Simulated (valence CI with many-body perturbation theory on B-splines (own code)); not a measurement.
The numbers below are computed, except where a source is named.
# Ga XXVI: what the settings do

Level of theory: configuration interaction combined with many-body perturbation theory (CI+MBPT): four valence electrons over a frozen Dirac-Fock core [He], a basis of 6 s, 6 p, 5 d, 3 f, 1 g functions for each j, with the one-electron correlation potential Σ1, the two-electron term Σ2, the three-electron term Σ3, Breit, model QED; selected CI, second order for the rest, scaled by the run's own slope (own B-spline code, finite nucleus).

No measured spectrum was set against this ion. As an estimate, levels of excited configurations hold to 0.05 to 0.15 % of their energy, terms of the ground configuration to about 0.5 %.

The reference run has the lowest level 2s²2p² ³P_0 and an ionisation energy of 2547.71 eV. Its largest variational space holds 11575 state functions.

Names give the largest LS component (configuration and term), which can be under half, so a name can repeat, a term be missing and a line seem to break the LS rules; names also repeat where a configuration has a term twice.

Changed runs:
A. scale of Σ1 1 → 0
B. size limit of the variational space 10000 → 1500; second order for the rest on → off
C. logarithmic knot step 0.27 → 0.33; lowest core n in screening and Σ2 1 → 4
D. size limit of the variational space 10000 → 300; second order for the rest on → off (bad on purpose)

Excitation energies of the reference run in cm⁻¹, and shifts in cm⁻¹:

```
                 Level  Reference      A       B      D
           2s²2p² ³P_1     186746   -194   +3126  +2238
           2s²2p² ³P_2     251156   -212   +2974  +2843
           2s²2p² ¹D_2     491969   -386   +2967  +2957
           2s²2p² ¹S_0     651828   -360     +12   +331
           2s2p³ ⁵S°_2     769159  +1189   +1328  +2193
           2s2p³ ³D°_1    1098900  +1216   +2003  +4701
           2s2p³ ³D°_2    1124060  +1145   +2402  +5264
           2s2p³ ³D°_3    1195030  +1078   +2013  +3408
           2s2p³ ³P°_0    1335630  +1061    +145   +496
           2s2p³ ³P°_1    1359670  +1043   +1930  +5840
           2s2p³ ³P°_2    1401530  +1014   +2765  +6976
           2s2p³ ³S°_1    1528050  +1125   +2465  +7104
Ionisation energy (eV)    2547.71  -0.32  -0.023  -0.29
```

Run C: It gave no result: the setting left no core shell for the response of the core. The program said: "need at least one array to concatenate".
